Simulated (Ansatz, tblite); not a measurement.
Removing and adding an electron: WO2(NH2)2 (WN₂O₂H₄). The state is a singlet with charge 0. Geometry: B3LYP-D4/def2-SVP. Ansatz, gas phase; energy differences of separate SCF runs; the oxidised species was run as a doublet alone; the reduced species was run as a doublet alone.

```xyz
9

W    -0.3536    0.5354   -0.1184
O     0.3066    1.9478   -0.8520
O    -2.0265    0.6565    0.2763
N     0.6282    0.2135    1.5446
H     0.2279   -0.2181    2.3745
H     1.5793    0.5287    1.7212
N    -0.1454   -0.9447   -1.3830
H     0.5668   -0.9853   -2.1085
H    -0.7835   -1.7339   -1.4548
```

In the def2 sets W takes a core potential; there is no spin–orbit coupling. The xTB rows come from tblite. HOMO above LUMO, or a gap near zero within one spin, warns that the state may not be the lowest or that an electron is smeared out.

```
               level  −HOMO (eV)  vertical IE (eV)  −LUMO (eV)  vertical EA (eV)  HOMO–LUMO gap (eV)  IE − EA (eV)                                                                   remarks
            GFN1-xTB       10.88             14.24        6.35              3.34                4.54         10.91                                                                         –
            GFN2-xTB       10.66             13.89        6.26              3.55                4.40         10.34                                                                         –
    PBE-D4/def2-TZVP        6.40              9.45        2.15                 –                4.25             –                                gap within one spin near zero (+1 doublet)
   PBE-D4/def2-TZVPD        6.48                 –        2.25             -0.35                4.23             –  HOMO above zero (-1 doublet), gap within one spin near zero (-1 doublet)
 r2SCAN-D4/def2-TZVP        6.73              9.55        2.04                 –                4.69             –                                                                         –
r2SCAN-D4/def2-TZVPD        6.77                 –        2.10             -0.51                4.67             –                                              HOMO above zero (-1 doublet)
   PBE0-D4/def2-TZVP        7.81              9.77        1.31                 –                6.50             –                                                                         –
  PBE0-D4/def2-TZVPD        7.86                 –        1.39             -0.47                6.47             –                                              HOMO above zero (-1 doublet)
```

   A HOMO above zero means that the electron is unbound at that level or that self-interaction error raises the level; the energy of removing that electron tells which. Raw xTB energy differences between charge states are shifted by several eV; the methods need an empirical correction for them. A negative affinity means that the extra electron isn't bound; its size then hangs on the basis.
